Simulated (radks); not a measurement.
The numbers below are computed, except where a source is named.
Valence configurations of the nickel ion Ni3+ (all share [Ar]). Code: a radial shooting solver on a logarithmic mesh with Libxc functionals. Model: Dirac Kohn-Sham, BLYP, spin-unpolarised, spherical densities, finite nucleus; open shells are shared between the two j in proportion to 2j + 1; Fermi nuclear charge, rms radius 3.7757 fm. Energies are relative to 3d7; eigenvalues in eV.

3d7: E (eV) 0.000; e(3d3/2) -47.210; e(3d5/2) -46.938
3d6.5 4s0.5: E (eV) 7.234; e(3d3/2) -51.045; e(3d5/2) -50.762; e(4s1/2) -35.103
3d6.5 4p0.5: E (eV) 11.350; e(3d3/2) -51.682; e(3d5/2) -51.399; e(4p1/2) -27.391; e(4p3/2) -27.149
3d6 4s1: E (eV) 15.799; e(3d3/2) -55.089; e(3d5/2) -54.795; e(4s1/2) -36.393
3d6 4p1: E (eV) 24.313; e(3d3/2) -56.336; e(3d5/2) -56.041; e(4p1/2) -28.733; e(4p3/2) -28.472
3d5 4s2: E (eV) 37.278; e(3d3/2) -63.731; e(3d5/2) -63.413; e(4s1/2) -38.983
3d5 4s1 4p1: E (eV) 46.315; e(3d3/2) -64.930; e(3d5/2) -64.611; e(4p1/2) -30.770; e(4p3/2) -30.477; e(4s1/2) -39.656
3d5 4p2: E (eV) 55.438; e(3d3/2) -66.099; e(3d5/2) -65.779; e(4p1/2) -31.341; e(4p3/2) -31.043
3d4 4s1 4p2: E (eV) 84.342; e(3d3/2) -75.313; e(3d5/2) -74.968; e(4p1/2) -33.337; e(4p3/2) -33.004; e(4s1/2) -42.790
3d4 4p3: E (eV) 94.054; e(3d3/2) -76.406; e(3d5/2) -76.060; e(4p1/2) -33.857; e(4p3/2) -33.519

NIST lists [Ar] 3d7 as the ground configuration; this level of theory agrees among the configurations tried. The energies are those of spherical spin-averaged densities, not of single terms.
